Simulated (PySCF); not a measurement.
**Polarisability and C₆ of Cu (copper, neutral)**

[Ar] 3d10 4s1, 2S determinant. Computed with PySCF 2.14 in aug-cc-pwCVTZ-PP with ECP10MDF (8s8p7d4f3g, 122 functions), with scalar relativity through the core potential. Coupled (time-dependent) response in atomic units; α is the mean over directions.

```
method  mean α (bohr³)  C₆ (like pair)  S(−4)
   UHF           71.47           494.6   5182
   PBE           40.88           243.5   1406
  PBE0           45.06           274.8   1791
```

S(−4) is the Cauchy moment in α(ω) = α(0) + S(−4) ω² + …

Reference α: 46.5 ± 0.5 bohr³ (recommended; Schwerdtfeger and Nagle, table of static dipole polarizabilities (2023 update)). Published C₆: 253.0 (Chu and Dalgarno (2004); Tang, Norbeck and Certain (1976)).

Hartree-Fock lies above the reference because it lacks correlation, which contracts the outer shell.

α(iu) at UHF:

```json
{"u (hartree)": "0", "α(iu) (bohr³)": "71.47"}
{"u (hartree)": "0.0500", "α(iu) (bohr³)": "60.66"}
{"u (hartree)": "0.100", "α(iu) (bohr³)": "42.51"}
{"u (hartree)": "0.200", "α(iu) (bohr³)": "21.13"}
{"u (hartree)": "0.300", "α(iu) (bohr³)": "12.69"}
{"u (hartree)": "0.500", "α(iu) (bohr³)": "6.611"}
{"u (hartree)": "0.750", "α(iu) (bohr³)": "4.097"}
{"u (hartree)": "1.00", "α(iu) (bohr³)": "2.998"}
{"u (hartree)": "1.50", "α(iu) (bohr³)": "1.953"}
{"u (hartree)": "2.00", "α(iu) (bohr³)": "1.415"}
{"u (hartree)": "3.00", "α(iu) (bohr³)": "0.8564"}
{"u (hartree)": "5.00", "α(iu) (bohr³)": "0.4204"}
```

A single London oscillator, α(iu) = α/(1 + u²/ω²), gives C₆ = (3/4) ω α². Matching the computed C₆ needs ω = 4 × 494.6 / (3 × 71.47²) = 0.129 hartree.

Energies and moments cover only the electrons outside the core potential.
